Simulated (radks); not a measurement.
The numbers below are computed, except where a source is named.
Problem. Species: Ba8+. Configuration: [Kr] 4d10 5s2. Code: a radial shooting solver on a logarithmic mesh with Libxc functionals. Model: scalar-relativistic Kohn-Sham, LB94 model potential, spin-polarised, spherical densities, finite nucleus; Fermi nuclear charge, rms radius 4.8378 fm. Some entries of the table are withheld. Estimate them.

orbital,occ.,eigenvalue (hartree),r(max) (bohr)
1s,2,-1379.451,(1)
2s,2,-222.1603,0.09278
2p,6,-199.8722,0.07451
3s,2,-50.50366,(2)
3p,6,-43.33203,(3)
3d,10,-32.87909,0.2148
4s,2,-13.14912,0.6234
4p,6,-10.83931,(4)
4d,10,-7.47414,0.6930
5s,2,-4.98195,1.374

Solution. 
(1) 1s r(max) (bohr): 0.01642
(2) 3s r(max) (bohr): 0.2664
(3) 3p r(max) (bohr): 0.2606
(4) 4p r(max) (bohr): 0.6522
